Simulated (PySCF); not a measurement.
C₈H₆SSe.

```xyz
16

C     -1.2780     3.0430     0.0000
C     -0.0115     3.5657     0.0000
S      1.1838     2.3337     0.0000
C     -0.0138     1.0759     0.0000
C      0.3788    -0.3167     0.0000
C      1.6492    -0.8453     0.0000
C      1.7198    -2.2667     0.0000
C      0.5095    -2.9002     0.0000
Se    -0.8949    -1.6915     0.0000
C     -1.2806     1.6242     0.0000
H     -2.1805     3.6552     0.0000
H      0.2866     4.6132     0.0000
H      2.5382    -0.2100     0.0000
H      2.6665    -2.8106     0.0000
H      0.3211    -3.9731     0.0000
H     -2.1883     1.0178     0.0000
```
Charge 0, spin multiplicity 1.

The structure is a stationary point at PBE0-D3(BJ)/def2-SVP. Other conformers were not sampled.

These are PBE/pcSseg-1 (PySCF) values and carry that method's errors. Non-relativistic, no solvent.

Question: Give the absolute GIAO shielding of each atom: isotropic value and principal components (ppm). (The exact figures need the calculation; the answer reports its results.)

Answer: 
```
atom  σ(iso)    σ11     σ22     σ33   span
----  ------  -----  ------  ------  -----
C1      50.2  -26.0    37.5   139.3  165.2
C2      53.6  -32.1    60.0   132.9  164.9
S3     265.2  145.0   283.1   367.4  222.4
C4      35.4  -23.6    19.2   110.7  134.3
C5      28.7  -33.7    13.0   106.9  140.6
C6      54.8  -10.2    43.8   130.7  141.0
C7      48.3  -26.1    37.1   134.0  160.1
C8      46.2  -43.4    52.2   129.7  173.0
Se9   1112.1  819.1  1247.1  1270.1  450.9
C10     55.1  -12.3    46.3   131.3  143.6
H11     24.4   21.4    24.7    26.9    5.5
H12     24.4   21.5    24.6    27.1    5.6
H13     24.0   19.3    24.7    27.8    8.5
H14     24.3   21.1    24.1    27.7    6.6
H15     24.1   21.2    23.3    27.8    6.5
H16     24.1   19.3    24.3    28.7    9.4
```
